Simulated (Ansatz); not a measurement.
Geometry optimisation, RHF/def2-SVP (Ansatz 0.2.0).

Input file:

```yaml
crystal:
  periodic: [false, false, false]
  atoms:
    - { symbol: Cl, position_ang: [-3.3972, 0.8477, 1.2322] }
    - { symbol: Si, position_ang: [-1.4696, 0.8706, 0.5399] }
    - { symbol: O, position_ang: [-0.7759, -0.6321, 0.9336] }
    - { symbol: B, position_ang: [0.6983, -0.5532, 0.4309] }
    - { symbol: Sb, position_ang: [1.1082, -1.3724, -1.6156] }
    - { symbol: H, position_ang: [-1.4636, 1.0753, -0.921] }
    - { symbol: H, position_ang: [-0.7049, 1.9789, 1.1858] }
    - { symbol: H, position_ang: [1.5341, -0.1458, 1.1185] }
    - { symbol: H, position_ang: [2.0364, 0.096, -1.9495] }
    - { symbol: H, position_ang: [2.5173, -2.2161, -0.9518] }
basis:
  gaussian: { orbitals: def2-SVP }
hamiltonian:
  xc: hf
relax:
  f_tol: 0.02
  max_steps: 50
```

Command:

```bash
$ ansatz run input.yaml --threads 2 --pin off --max-ram 3072MiB --backend cpu --events-out ev --progress --plain --runs-dir out
```

**Question.** Where does it end, and by what steps?

**Answer.** The run converged. The force dipped under the threshold on the way, but the program's further checks kept it going. After 31 steps the energy has fallen by 1.445 eV; H8 moved furthest, 1.42 Å.

```csv
step,energy less start (eV),largest force component (eV/Å),accepted
0,0.0000,4.727,yes
2,-0.8984,1.161,yes
4,-1.2284,0.396,yes
6,-1.3292,0.747,yes
8,-1.3917,0.133,yes
10,-1.4051,0.190,yes
12,-1.4155,0.125,yes
14,-1.4176,0.058,yes
16,-1.4219,0.193,yes
18,-1.4260,0.134,yes
20,-1.4382,0.145,yes
22,-1.4432,0.074,yes
24,-1.4440,0.025,yes
26,-1.4442,0.032,yes
28,-1.4445,0.011,yes
30,-1.4446,0.032,yes
31,-1.4446,0.016,yes
```

```xyz
10
Properties=species:S:1:pos:R:3
Cl -3.167 0.612 1.252
Si -1.357 1.137 0.421
O -0.221 0.074 0.951
B 0.686 -0.874 0.669
Sb 1.230 -1.530 -1.458
H -1.485 1.061 -1.040
H -0.995 2.479 0.886
H 1.208 -1.452 1.584
H 1.289 0.033 -2.130
H 2.895 -1.592 -1.131
```

The run took 49 s on 2 threads of Intel(R) Xeon(R) 6975P-C (Granite Rapids), on a shared host, peak memory 0.29 GiB.
